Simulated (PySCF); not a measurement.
## N+: excitation energy

N+ [He] 2s2 2p2 (3P) → N+ [He] 2s2 2p1 3s1 (3P), as a difference of total energies. All numbers are calculated (PySCF 2.14, the spin-free X2C one-electron Hamiltonian (Gaussian nucleus), in aug-cc-pVDZ-DK (4s3p2d, 23 functions)). Correlated levels: valence: 1s2 frozen. The calculations carry no spin-orbit coupling.

| method | excitation energy (eV) |
| --- | --- |
| UHF | 18.409 |
| LDA | 18.774 |
| PBE | 18.641 |
| r2SCAN | 19.071 |
| wB97X | 18.926 |
| M06-2X | 18.594 |
| r2SCANh | 19.044 |
| MP2 (valence) | 18.425 |
| SCS-MP2 (valence) | 18.350 |

Estimate what BLYP gives.

18.658 eV, closest to PBE among the rows shown.

Estimate what PBE0 gives.

18.708 eV, closest to LDA among the rows shown.

Errors of the correlated levels include the incompleteness of this basis and the frozen core.

For comparison: 18.464 eV (measured; NIST levels, between the centres of gravity of the two terms).
